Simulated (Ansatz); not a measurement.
Isomers of Li10⁺ (doublet), found by a short tight-binding search and relaxed with PBE0/def2-TZVP in Ansatz.

Run but left out: HF/def2-TZVP, MP2/def2-TZVP (A: ⟨S²⟩ 1.15, where a pure state has 0.75); B2PLYP/def2-TZVP, CCSD/def2-TZVP, CCSD(T)/def2-TZVP (B: ⟨S²⟩ 0.91 to 1.50, where a pure state has 0.75).

B: At r2SCAN/def2-TZVP, PBE0/def2-TZVP the charge 1 doublet is spin-contaminated (final ⟨S²⟩ up to 0.90, 0.75 for a pure state). At B97M-V/def2-TZVP the gap within one spin of the charge 1 doublet nearly closes, so an electron or hole may be smeared out by delocalisation error.

Other spin states weren't relaxed.

A:

```xyz
10

Li   -0.277    1.565    3.876
Li    2.538    0.427   -0.980
Li    0.369   -0.729   -3.099
Li    0.039   -0.199   -0.513
Li   -1.471    1.563   -1.726
Li    0.471    2.157    0.763
Li   -1.806    0.205    1.389
Li   -1.996   -1.753   -1.099
Li    1.063   -2.619   -0.535
Li    1.069   -0.617    1.924
```

B:

```xyz
10

Li   -0.333   -1.341    2.364
Li    2.323   -1.253    0.794
Li   -0.222   -2.683   -0.429
Li   -0.664    2.310   -1.310
Li   -0.566   -0.465   -2.658
Li   -1.595    1.563    1.699
Li    2.074    0.868   -1.538
Li   -0.024    0.023    0.024
Li    1.625    1.689    1.420
Li   -2.618   -0.712   -0.366
```

Question: Estimate their order by electronic energy at PBE0/def2-TZVP, counted from the lowest.

Answer: B (0.00) < A (0.18), in eV.

Question: Do the other levels pick the same lowest one?

Answer: All that were run do. Energies above each level's lowest (eV):

| level | A | B |
| --- | --- | --- |
| PBE/def2-TZVP | 0.18 | 0.00 |
| r2SCAN/def2-TZVP | 0.20 | 0.00 |
| B97M-V/def2-TZVP | 0.13 | 0.00 |
| PBE0/def2-TZVP | 0.18 | 0.00 |
Point groups (tolerance 0.1 Å): A Cs, B not assigned. Lower isomers may exist.
